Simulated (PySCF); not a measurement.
## Radial density of Tl²⁺ (thallium, charge +2)

UHF, [Xe] 4f14 5d10 6s1, 2S determinant. Computed with PySCF 2.14 in x2c-QZVPPall (16s10p9d6f1g, 142 functions), with the spin-free X2C one-electron Hamiltonian (Gaussian nucleus).

| r (bohr) | 4πr²ρ (e/bohr) | 4πr²(ρα − ρβ) |
| --- | --- | --- |
| 0.0168 | 103.0 | -0.0003 |
| 0.0283 | 111.0 | 0.0036 |
| 0.0476 | 152.7 | 0.0112 |
| 0.0800 | 121.6 | -0.0116 |
| 0.135 | 142.5 | 0.0194 |
| 0.226 | 84.78 | 0.0054 |
| 0.381 | 94.28 | -0.0022 |
| 0.641 | 34.23 | 0.1123 |
| 1.08 | 19.55 | -0.1047 |
| 1.81 | 4.970 | 0.5844 |
| 3.05 | 0.4859 | 0.2818 |
| 5.13 | 0.008198 | 0.0077 |

Densities and radii are taken from the X2C orbitals without a picture-change correction, which distorts them close to the nucleus.

Spin-orbit coupling, which splits the p, d and f shells strongly at this Z, is absent.

Q: Where is the radial spin density 4πr²(ρα − ρβ) most negative, and why is it negative at all?

A: Around r = 1.08 bohr, down to -0.1047 e/bohr: exchange with the open shell polarises the paired shells in an unrestricted calculation.
